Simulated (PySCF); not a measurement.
Input of a run (PBE0-D3(BJ)/def2-SVP geometry optimisation, gas phase (PySCF 2.14.0)), started from GFN2-xTB:
```
{"job": {"xc": "PBE0", "basis": "def2-SVP", "d3": "d3bj", "grid": 1, "shake": 0.01, "kind": "geom"}, "charge": -3, "multiplicity": 1}
S      0.261820     0.208520     2.137920
As    -0.004370    -0.004510    -0.005360
S     -1.377220    -1.637350    -0.412470
S      1.956220    -0.420050    -0.905080
S     -0.802880     1.819420    -0.852910
```

Output (energies in Eh, forces in Eh/bohr):
```
step   0  E = -3826.84205453  max force = 0.014600
step   1  E = -3826.84431342  max force = 0.001283
step   2  E = -3826.84431772  max force = 0.000431
optimisation converged
```

Question: Summarise the run.

Answer: The energy falls by 5.9 kJ/mol over 3 energy and gradient evaluations, the largest force component goes from 0.0146 to 4.3e-04 Eh/bohr, and the atoms move by 0.042 Å rms after alignment. The bond that changes most is As2–S5 (ends: arsenic bonded to 4 S; sulfur bonded to As), which lengthens by 0.055 Å. Bonds longer at the end by more than 0.005 Å: 4 of 4; shorter: 0. The energy never rose by more than 1e-6 Eh on the way. The first step brought 100 % of the lowering.

Question: What are the final bond lengths?

Answer: S1=As2 2.217 Å, As2–S3 2.219 Å, As2–S4 2.217 Å, As2–S5 2.219 Å. Numbering counts from 1 in the input's order; the species is `S=[As]([S-])([S-])[S-]` (tetrathioarsenate(V) anion).

The run used 104 basis functions and 21 SCF cycles in all. On one thread of an Arm Neoverse V2, shared host with 96 logical CPUs at a one-minute load of 41, this took 14 s of wall time and 0.43 GiB of memory at its peak.

No PBE0-D3(BJ)/def2-SVP frequencies stand behind this structure, so it isn't proved a minimum. Whether so highly charged an anion holds all its electrons in the gas phase wasn't checked; a finite basis holds them in any case. The ion is multiply charged and computed without counter-ions or solvent.
